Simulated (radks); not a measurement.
Species: Ru. Configuration: [Ar] 3d10 4s2 4p4 4d7 5s1 5p2 (not the ground configuration). All-electron calculation, scalar-relativistic Kohn-Sham, exchange-only r2SCAN, spin-unpolarised, spherical densities, finite nucleus; meta-GGA in the generalised Kohn-Sham scheme; Fermi nuclear charge, rms radius 4.4809 fm. Program: a radial shooting solver on a logarithmic mesh with Libxc functionals.

Normalised radial functions P(r) = r R(r), r in bohr:

| r | 3p | 3d | 5p |
|---|---|---|---|
| 0.0024 | 0.0071 | 0.0000 | 0.0007 |
| 0.003227 | 0.0120 | 0.0001 | 0.0012 |
| 0.004339 | 0.0205 | 0.0002 | 0.0020 |
| 0.005833 | 0.0346 | 0.0004 | 0.0035 |
| 0.007905 | 0.0590 | 0.0010 | 0.0059 |
| 0.01063 | 0.0979 | 0.0024 | 0.0098 |
| 0.01429 | 0.1596 | 0.0053 | 0.0160 |
| 0.01921 | 0.2535 | 0.0119 | 0.0254 |
| 0.02583 | 0.3882 | 0.0260 | 0.0388 |
| 0.03501 | 0.5697 | 0.0564 | 0.0567 |
| 0.04707 | 0.7681 | 0.1155 | 0.0761 |
| 0.06328 | 0.9290 | 0.2251 | 0.0910 |
| 0.08508 | 0.9445 | 0.4112 | 0.0902 |
| 0.1144 | 0.6808 | 0.6923 | 0.0597 |
| 0.1538 | 0.0659 | 1.0522 | -0.0063 |
| 0.2084 | -0.8063 | 1.4188 | -0.0921 |
| 0.2802 | -1.5244 | 1.6257 | -0.1420 |
| 0.3767 | -1.7165 | 1.5434 | -0.1011 |
| 0.5065 | -1.3194 | 1.1672 | 0.0368 |
| 0.681 | -0.6855 | 0.6685 | 0.1900 |
| 0.9156 | -0.2292 | 0.2739 | 0.2268 |
| 1.241 | -0.0432 | 0.0716 | 0.0724 |
| 1.668 | -0.0042 | 0.0112 | -0.1950 |
| 2.243 | -0.0002 | 0.0008 | -0.4398 |
| 3.016 | 0.0000 | 0.0000 | -0.5491 |
| 4.054 | 0.0000 | 0.0000 | -0.4955 |
| 5.451 | 0.0000 | 0.0000 | -0.3385 |
| 7.387 | 0.0000 | 0.0000 | -0.1685 |
| 9.932 | 0.0000 | 0.0000 | -0.0602 |
| 13.35 | 0.0000 | 0.0000 | -0.0141 |

3p: eigenvalue -469.60 eV, 1 radial node at r = 0.158 bohr, <r> = 0.402 bohr, 90 % of the charge inside 0.606 bohr. 3d: eigenvalue -291.40 eV, 0 radial nodes, <r> = 0.384 bohr, 90 % of the charge inside 0.610 bohr. 5p: eigenvalue -2.445 eV, 3 radial nodes at r = 0.150, 0.474, 1.35 bohr, <r> = 3.95 bohr, 90 % of the charge inside 6.06 bohr.
